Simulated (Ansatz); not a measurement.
Input for Ansatz (a first-principles code): U-CCSD(T)/cc-pVTZ on CH6BeGe (SMILES [CH3][Be][GeH3]), a point of a bond scan (R = 1.392 Å). The run froze 16 orbitals, filled d shells among them.

Ansatz 0.2 input:
```yaml
crystal:
  periodic: [false, false, false]
  atoms:
    - {symbol: Be, position_ang: [-0.18384765, 1.04916504, -0.75458802]}
    - {symbol: C, position_ang: [-0.41926256, 2.39260940, -1.72082973]}
    - {symbol: H, position_ang: [-1.22682849, 3.03090250, -1.34594530]}
    - {symbol: H, position_ang: [-0.68259427, 2.11781029, -2.74808870]}
    - {symbol: H, position_ang: [0.47837929, 3.01783564, -1.77956966]}
    - {symbol: Ge, position_ang: [0.12640089, -0.72133305, 0.51880234]}
    - {symbol: H, position_ang: [0.89571806, -1.70818957, -0.09014977]}
    - {symbol: H, position_ang: [0.84789286, -0.39872335, 1.84778085]}
    - {symbol: H, position_ang: [-1.19190946, -1.41964363, 0.92528940]}
basis:
  gaussian:
    orbitals: cc-pVTZ
correlation: {method: ccsd_t, electrons: outside_noble_gas}
scf: {omitted_lower_state_checks: [cluster_reference]}
magnetization: {spin_polarized: true, initial_magnetization: 0}
```

It printed:

```
WARN ansatz: RAYON_NUM_THREADS=1 ignored (pool sized by the plan → 1); use --threads N
Functional definition: HF
these checks for a lower state are left out or cut short: cluster_reference
integrals: 1.09 GiB planned
1076 factors; integrals over basis functions are off by at most 1.0e-3 eV
mean field: 0.75 GiB planned
mean field evaluation 1: about -57996.1832 eV, gradient 2.0e1 eV
mean field evaluation 2: about -57996.1849 eV, gradient 2.0e1 eV
mean field evaluation 4: about -57998.4927 eV, gradient 1.8e0 eV
mean field evaluation 8: about -57998.5254 eV, gradient 5.8e-4 eV
mean field -57998.52540376 eV, -2131.4064957758 hartree, gradient 2.5e-6 eV, S^2 0.000000; 0 other end points of the search recorded, 0 dependent functions left out
16 core orbitals not correlated
reference -57998.52540376 eV, -2131.4064957758 hartree; 8, 8 occupied and 163, 163 virtual orbitals, 1076 factors
too little memory for Intel AMX tiles; the run may be slower
second order -9.56298555 eV of doubles, -0.00000000 eV of singles
coupled cluster: 1.61 GiB planned
cycle   1  -10.42884858 eV  change   -8.7e-1 eV  update   7.2e-2
cycle   2  -10.76201790 eV  change   -3.3e-1 eV  update   2.4e-2
cycle   3  -10.79044799 eV  change   -2.8e-2 eV  update   7.5e-3
cycle   4  -10.78832806 eV  change    2.1e-3 eV  update   2.4e-3
cycle   5  -10.78756688 eV  change    7.6e-4 eV  update   7.8e-4
cycle   6  -10.78722862 eV  change    3.4e-4 eV  update   2.5e-4
cycle   7  -10.78721728 eV  change    1.1e-5 eV  update   6.9e-5
cycle   8  -10.78723720 eV  change   -2.0e-5 eV  update   2.3e-5
cycle   9  -10.78723674 eV  change    4.6e-7 eV  update   7.4e-6
perturbative correction -0.35749851 eV, -0.0131378280 hartree
Total energy: -58009.67013901 eV, -2131.8160572420 hartree
Checks for a lower state left out: cluster_reference
```

The run converged.

Cost: about 7 core-minutes (a rough figure).
